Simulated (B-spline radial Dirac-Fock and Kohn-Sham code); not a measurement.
Form factor and incoherent scattering function of Nd³⁴⁺

System: neodymium as Nd³⁴⁺ in the configuration [Ar] 3d8.

The run's input, task.json:

```json
{"items": [{
  "Z": 60,
  "q": 34,
  "cfg": [[1, 0, 2], [2, 0, 2], [2, 1, 6], [3, 0, 2], [3, 1, 6], [3, 2, 8]],
  "A": 142,
  "rrms": 4.9123,
  "do": ["scatter"],
  "s": [0.0, 0.05, 0.1, 0.15, 0.2, 0.25, 0.3, 0.35, 0.4, 0.45, 0.5, 0.6, 0.7, 0.8, 0.9, 1.0, 1.1, 1.2, 1.4, 1.6, 1.8, 2.0, 2.5, 3.0, 3.5, 4.0, 5.0, 6.0],
  "pz": [0, 0.1, 0.2, 0.3, 0.4, 0.5, 0.6, 0.8, 1.0, 1.2, 1.4, 1.6, 1.8, 2.0, 2.5, 3.0, 4.0, 5.0, 7.0, 10.0, 15.0, 20.0, 30.0, 40.0, 60.0, 100.0],
  "hv_scatter": [8047.8, 10000, 20000, 30000, 100000, 200000, 500000, 1000000]
}]}
```

Launch: `python xray_run.py task.json out`

Method: configuration-average Dirac-Fock orbitals. Computed with a radial finite-basis atomic code. f₀ is the Fourier transform of the spherical electron density, S the Waller-Hartree incoherent function, and s = sin θ/λ.

```csv
s (Å⁻¹),f₀,S
0,26.000,0.000
0.05,25.978,0.019
0.1,25.914,0.074
0.15,25.807,0.166
0.2,25.658,0.294
0.25,25.469,0.456
0.3,25.240,0.652
0.35,24.973,0.879
0.4,24.670,1.136
0.45,24.333,1.420
0.5,23.963,1.730
0.6,23.138,2.417
0.7,22.214,3.178
0.8,21.213,3.992
0.9,20.156,4.841
1,19.066,5.707
1.1,17.963,6.575
1.2,16.865,7.433
1.4,14.750,9.078
1.6,12.823,10.590
1.8,11.144,11.949
2,9.736,13.155
2.5,7.301,15.598
3,5.969,17.439
3.5,5.178,18.886
4,4.583,20.057
5,3.537,21.795
6,2.664,22.930
```

f₀ starts at the number of electrons, 26, and has fallen to half at s ≈ 1.58 Å⁻¹. The sum of ⟨r²⟩ over the electrons is 1.170 bohr².
